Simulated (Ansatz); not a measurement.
Ansatz results at the PBE0-D4/def2-TZVP geometry: LUMO energy (PBE/def2-TZVPP) -1.93 eV; HOMO–LUMO gap (PBE/def2-TZVPP) 3.46 eV; LUMO energy (ωB97M-V/def2-TZVPP) 0.57 eV.

Question: Which molecule gave them?
A. `FC1OC[SiH2]1`
B. `[CH3][Ga]1[NH][Al]1[Cl]`
C. `O[CH2][ZnH]`
D. `OPS`

Answer: B. The others give `O[CH2][ZnH]`: -1.44, 3.77, 0.65; `OPS`: -1.19, 4.81, 1.49; `FC1OC[SiH2]1`: -1.17, 5.42, 1.29.
